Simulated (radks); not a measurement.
Neutral terbium, configuration [Xe] 4f9 6s2.

Calculated with a radial shooting solver on a logarithmic mesh with Libxc functionals: Dirac Kohn-Sham, BLYP, spin-unpolarised, spherical densities, point nucleus; open shells are shared between the two j in proportion to 2j + 1; speed of light set to 1370.36 atomic units (10 times the physical value, a model run).

Energy parts (hartree):
part                       energy
total                 -11234.7053
kinetic                11240.5471
electron-nucleus      -26691.1537
Hartree                 4462.4742
exchange-correlation    -246.5730

Orbitals (lengths in bohr, moments of r in powers of bohr; <r^-3> diverges for s and p1/2):
| orbital | occ. | eigenvalue (hartree) | <r^2> | <1/r> | <r> | <r^-3> |
|---|---|---|---|---|---|---|
| 1s1/2 | 2 | -1788.098 | 0.0007268 | 64.53 | 0.02332 | - |
| 2s1/2 | 2 | -285.6049 | 0.01154 | 15.02 | 0.09917 | - |
| 2p1/2 | 2 | -271.9603 | 0.008571 | 15.05 | 0.08407 | - |
| 2p3/2 | 4 | -271.7229 | 0.008584 | 15.03 | 0.08413 | 9413 |
| 3s1/2 | 2 | -62.95837 | 0.07446 | 5.674 | 0.2556 | - |
| 3p1/2 | 2 | -56.85786 | 0.06960 | 5.616 | 0.2454 | - |
| 3p3/2 | 4 | -56.80937 | 0.06967 | 5.611 | 0.2455 | 1928 |
| 3d3/2 | 4 | -45.44542 | 0.05548 | 5.514 | 0.2175 | 331.0 |
| 3d5/2 | 6 | -45.43315 | 0.05550 | 5.512 | 0.2176 | 330.6 |
| 4s1/2 | 2 | -12.15362 | 0.3753 | 2.419 | 0.5769 | - |
| 4p1/2 | 2 | -9.75420 | 0.3959 | 2.324 | 0.5902 | - |
| 4p3/2 | 4 | -9.74354 | 0.3963 | 2.322 | 0.5904 | 424.5 |
| 4d3/2 | 4 | -5.46071 | 0.4530 | 2.114 | 0.6248 | 61.31 |
| 4d5/2 | 6 | -5.45846 | 0.4531 | 2.114 | 0.6249 | 61.22 |
| 4f5/2 | 3.85714 | -0.23708 | 0.9889 | 1.561 | 0.8559 | 8.843 |
| 4f7/2 | 5.14286 | -0.23677 | 0.9893 | 1.561 | 0.8561 | 8.839 |
| 5s1/2 | 2 | -1.50174 | 2.290 | 0.9183 | 1.426 | - |
| 5p1/2 | 2 | -0.87427 | 3.001 | 0.8012 | 1.622 | - |
| 5p3/2 | 4 | -0.87294 | 3.005 | 0.8006 | 1.623 | 52.98 |
| 5d3/2 | 0 | -0.06762 | 12.51 | 0.4327 | 3.141 | 2.228 |
| 5d5/2 | 0 | -0.06754 | 12.52 | 0.4325 | 3.143 | 2.224 |
| 6s1/2 | 2 | -0.12202 | 22.17 | 0.2838 | 4.410 | - |
| 6p1/2 | 0 | -0.04293 | 43.29 | 0.2048 | 6.107 | - |
| 6p3/2 | 0 | -0.04286 | 43.35 | 0.2047 | 6.111 | 2.685 |

The highest occupied level is 6s1/2 at -3.320 eV. The density falls to 0.001 e/bohr^3 at r = 5.29 bohr.
